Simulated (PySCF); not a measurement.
## Exercise with solution: chemical shift, span and skew from a shielding tensor

C₃H₉BeN, SMILES [CH3][Be][N](C)C. Atoms are numbered in the order given.

```xyz
14

Be     0.6184     0.5625    -0.5091
C      1.6840     1.5390    -1.3772
H      2.7204     1.1564    -1.3545
H      1.7224     2.5632    -0.9617
H      1.4000     1.6423    -2.4396
N     -0.3378    -0.3094     0.2754
C     -1.2069     0.1903     1.3219
C     -0.4825    -1.7351     0.0593
H     -2.2766     0.0157     1.0887
H     -1.0020    -0.2968     2.2965
H     -1.0734     1.2760     1.4619
H     -0.2415    -2.3176     0.9712
H     -1.5164    -2.0050    -0.2363
H      0.1906    -2.0838    -0.7417
```
Charge 0, spin multiplicity 1.

Geometry: ωB97X-D3(BJ)/def2-SVP. The structure was generated by enumeration; whether it is a known compound was not checked. One conformer was computed; it need not be the lowest.

GIAO shieldings from KT2/pcSseg-1 (PySCF), non-relativistic, no solvent. The symmetric part of the tensor of N6 has the principal values 115.9, 217.1, 255.9 ppm. The same nucleus in NH3 has σ = 266.2 ppm at this level (PySCF, at its B3LYP-D3(BJ)/def2-TZVP geometry).

Q: Work out the isotropic shielding, the ¹⁵N shift against NH3, the span and the skew.

A: 
σ(iso) = (σ11 + σ22 + σ33)/3 = 196.3 ppm. δ = σ(ref) − σ(iso) = 266.2 − (196.3) = 69.9 ppm.
Span Ω = σ33 − σ11 = 140.0 ppm. Skew κ = 3(σ(iso) − σ22)/Ω = -0.45. Tumbling in solution averages the tensor to δ; in a static solid the shielding alone would spread this spin-1/2 line over Ω.
